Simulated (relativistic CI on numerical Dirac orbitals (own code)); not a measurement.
How well does a small relativistic CI reproduce Rb VIII?

Calculated at this level of theory: Dirac-Coulomb-Breit CI, separate exchange-only KLI orbitals for each configuration, model QED (radiative potential, 1s self-energy scaled to tabulated hydrogen-like ionisation energies), valence Slater integrals scaled by 0.9, configuration energies shifted to the measured levels that pair with them (semi-empirical) (own radial code, finite nucleus).

CI space (outside the closed core [Ar]): 3d¹⁰4s², 3d¹⁰4s4p, 3d¹⁰4p², 3d¹⁰4s4d, 3d¹⁰4s5s, 3d¹⁰4s4f, 3d⁹4s²4p, 3d¹⁰4d², 3d¹⁰4p4d, 3d¹⁰4p5s, 3d¹⁰4f², 3d¹⁰4p4f, 3d¹⁰4s5p, 3d¹⁰4s5d, 3d¹⁰4d5s, 3d¹⁰4s6s, 3d¹⁰4d4f, 3d¹⁰4s6p, 3d¹⁰4s5f, 3d¹⁰5s², 3d¹⁰4s5g, 3d⁹4s4p², 3d⁸4s²4p², 3d¹⁰4s6d, 3d¹⁰4f5s, 3d¹⁰4s6f, 3d⁹4s4p4d, 3d⁸4s²4d², 3d⁹4s4p5s, 3d⁹4s4p4f. Levels of other configurations are missing.

| Configuration | Term (tabulated) | J | Measured (cm⁻¹) | Computed | Error | Purity (%) |
| --- | --- | --- | --- | --- | --- | --- |
| 3d¹⁰4s² | 1S | 0 | 0.0 | 0 | 0 | 98 |
| 3d¹⁰4s4p | 3P° | 0 | 131157.0 | 131184 | 27 | 100 |
| 3d¹⁰4s4p | 3P° | 1 | 134523.0 | 134496 | -27 | 99 |
| 3d¹⁰4s4p | 3P° | 2 | 142802.0 | 142536 | -266 | 100 |
| 3d¹⁰4s4p | 1P° | 1 | 190501.0 | 192221 | 1720 | 97 |
| 3d¹⁰4p² | 3P | 0 | 306401.0 | 306932 | 531 | 96 |
| 3d¹⁰4p² | 3P | 1 | 312379.0 | 312701 | 322 | 100 |
| 3d¹⁰4p² | 1D | 2 | 313112.0 | 312921 | -191 | 60 |
| 3d¹⁰4p² | 3P | 2 | 323776.0 | 323543 | -233 | 68 |
| 3d¹⁰4p² | 1S | 0 | 360665.0 | 360665 | 0 | 93 |
| 3d¹⁰4s4d | 3D | 1 | 395837.0 | 395852 | 15 | 100 |
| 3d¹⁰4s4d | 3D | 2 | 396446.0 | 396431 | -15 | 100 |
| 3d¹⁰4s4d | 3D | 3 | 397394.0 | 397341 | -53 | 100 |
| 3d¹⁰4s4d | 1D | 2 | 428785.0 | 429360 | 575 | 86 |
| 3d¹⁰4s5s | 3S | 1 | 522435.0 | 522127 | -308 | 100 |
| 3d¹⁰4s5s | 1S | 0 | 534244.0 | 534552 | 308 | 100 |
| 3d¹⁰4s4f | 3F° | 2 | 610640.0 | 610639 | -1 | 96 |
| 3d¹⁰4s4f | 3F° | 3 | 610784.0 | 610776 | -8 | 95 |
| 3d¹⁰4s4f | 3F° | 4 | 610989.0 | 610990 | 1 | 95 |
| 3d¹⁰4s4f | 1F° | 3 | 641045.0 | 642707 | 1662 | 59 |
| 3d⁹4s²4p | 1P° | 1 | 921830.0 | 921933 | 103 | 76 |
| 3d⁹4s²4p | 3D° | 1 | 928020.0 | 927917 | -103 | 67 |

Measured levels from Sansonetti, J. Phys. Chem. Ref. Data 35, 301 (2006); pairs were made by configuration, J and term (by order where the table uses no LS term), so strongly mixed levels may be paired wrongly.

Mean error by configuration (cm⁻¹): 3d¹⁰4s4p 364; 3d¹⁰4p² 86; 3d¹⁰4s4d 130; 3d¹⁰4s5s 0; 3d¹⁰4s4f 414; 3d⁹4s²4p 0. Over the excited levels the mean absolute error is 308 cm⁻¹ (21 of the 21 excited levels that our extract of the source holds in range could be paired), and the median relative error of those above 1,000 cm⁻¹ is 0.021 %, both after the shifts were fitted to these levels, so that a configuration with one level shows no error.

Configurations whose levels could be paired with our table of measured levels were shifted onto them, all but the ground configuration, by the median error of their levels; single terms can still be off by 1,000 to 2,000 cm⁻¹ or more, and rates follow the energies as ν³ (E1, M1) or ν⁵ (E2). The others borrow a shift and can be off by several thousand cm⁻¹ or more. 21 of the 21 excited levels that our extract of the measured tables holds in this range could be paired (the sources list more); they are missed by 308 cm⁻¹ on average and 1720 at most, after the shifts were fitted to these levels, and levels without a partner can miss by more.

Shifts applied (cm⁻¹): 3d¹⁰4s² 0; 3d¹⁰4s4p -141; 3d¹⁰4p² -830; 3d¹⁰4s4d -946; 3d¹⁰4s5s -1659; 3d¹⁰4s4f -6613; 3d⁹4s²4p -4709.
